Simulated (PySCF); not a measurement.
# Working out the excitation energy of Cl

Cl [Ne] 3s2 3p5 (2P) → Cl [Ne] 3s1 3p6 (2S). Calculation: PySCF 2.14, in ANO-RCC-VTZP; scalar relativity by spin-free X2C-1e. Frozen: 1s2. Energies in hartree (1 hartree = 27.21139 eV):

| part | Cl (lower) | Cl (upper) |
| --- | --- | --- |
| UHF | -460.897308 | -460.324713 |
| CCSD correlation | -0.200889 | -0.335774 |
| (T) | -0.006368 | -0.035778 |

**Question.** What does Hartree-Fock give?

**Answer.** (-460.324713) − (-460.897308) = 0.572595 hartree = 15.581 eV.

**Question.** What do CCSD and CCSD(T) give?

**Answer.** The CCSD correlation energies differ by -0.134885 hartree = -3.670 eV and the triples by -0.029410 hartree = -0.800 eV, so CCSD gives 11.911 eV and CCSD(T) 11.111 eV.

Measured between the centres of the two terms (NIST): 10.586 eV, so CCSD(T) (valence and next inner shell) is off by 0.525 eV.

The coupled-cluster amplitudes are large, so a single reference is strained.

What remains against the reference includes basis incompleteness, the frozen core and higher excitations.
